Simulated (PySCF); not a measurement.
**Spinor energies of P⁺ (phosphorus, charge +1)**

Start: [Ne] 3s1 3p3; 3s1/2 filled at m_j = +1/2; 3p3/2 filled at m_j = -1/2, +1/2, +3/2. Calculated with PySCF 2.14 in x2c-SVPall-2c with one added diffuse shell each of s, p type (5s5p1d, 25 functions): generalised Hartree-Fock with the X2C-1e Hamiltonian and a Gaussian nucleus; one run each with spin-orbit coupling (SO) switched off, then screened by Boettger's factors. This is a chosen level, not necessarily the ground level.

| spinor shell | electrons | ε, spin-free (eV) | ε, screened SO (eV) | weight of nominal j (screened SO) | rms radius, screened SO (bohr) |
| --- | --- | --- | --- | --- | --- |
| 1s1/2 | 2 | -2192.6 | -2192.6 | 1.000 | 0.120 |
| 2s1/2 | 2 | -216.67 | -216.67 | 1.000 | 0.561 |
| 2p1/2 | 2 | -158.64 | -159.84 | 0.721 | 0.537 |
| 2p3/2 | 4 | -158.64 | -158.05 | 0.860 | 0.540 |
| 3s1/2 | 1 | -34.271 | -34.271 | 1.000 | 1.95 |
| 3p3/2 | 3 | -21.231 | -21.231 | 0.664 | 2.27 |

```
   quantity   spin-free  screened SO
E (hartree)  -340.89359   -340.89383
        M_J           2            2
       ⟨J²⟩       6.000        6.000
       ⟨L²⟩       0.000        0.000
       ⟨S²⟩       6.000        6.000
```

Each row is a mean over spinors that exchange with the open shell spreads, by up to 1.839 eV (2p3/2).

Rows whose weight is well below 1 are mixtures of j = l ± 1/2: exchange outweighs spin-orbit coupling there, and the label is only the starting occupation.

Without spin-orbit coupling the j labels of p, d and f shells carry no meaning; the spin-free column gives the mean over the occupied spinors of each nl shell.
